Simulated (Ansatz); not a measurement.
Start from `[F][GaH][SiH3]` and change one atom or group to get `[F][GaH][I]`.

Ansatz, PBE0-D4/def2-TZVP geometries, multiplicity 1. 

Elements past krypton have def2 core potentials. Scalar relativity is left out up to krypton. Spin–orbit coupling is left out; it splits and shifts lone-pair levels of the heavy atoms by tenths of an eV.

```json
{"property": "HOMO–LUMO gap (PBE/def2-TZVPP) / eV", "`[F][GaH][SiH3]`": "4.12"}
{"property": "zero-point energy (PBE0-D4/def2-TZVP) / kJ/mol", "`[F][GaH][SiH3]`": "86.7"}
{"property": "HOMO energy (B3LYP/def2-TZVPP) / eV", "`[F][GaH][SiH3]`": "-7.84"}
{"property": "HOMO–LUMO gap (PBE0/def2-TZVPP) / eV", "`[F][GaH][SiH3]`": "6.07"}
{"property": "HOMO energy (ωB97M-V/def2-TZVPP) / eV", "`[F][GaH][SiH3]`": "-10.07"}
{"property": "LUMO energy (ωB97M-V/def2-TZVPP) / eV", "`[F][GaH][SiH3]`": "-0.22"}
```

Question: What does the change do to each property? (Best estimate.)

Answer: Computed: 
| property | `[F][GaH][I]` | shift |
| --- | --- | --- |
| HOMO–LUMO gap (PBE/def2-TZVPP) / eV | 4.41 | 0.29 |
| zero-point energy (PBE0-D4/def2-TZVP) / kJ/mol | 24.9 | -61.8 |
| HOMO energy (B3LYP/def2-TZVPP) / eV | -7.78 | 0.06 |
| HOMO–LUMO gap (PBE0/def2-TZVPP) / eV | 6.32 | 0.25 |
| HOMO energy (ωB97M-V/def2-TZVPP) / eV | -10.16 | -0.09 |
| LUMO energy (ωB97M-V/def2-TZVPP) / eV | 0.00 | 0.22 |

The zero-point energy changes by -61.8 kJ/mol with -9 modes.

B3LYP here is the variant with VWN-RPA as its local correlation; programs differ in this.
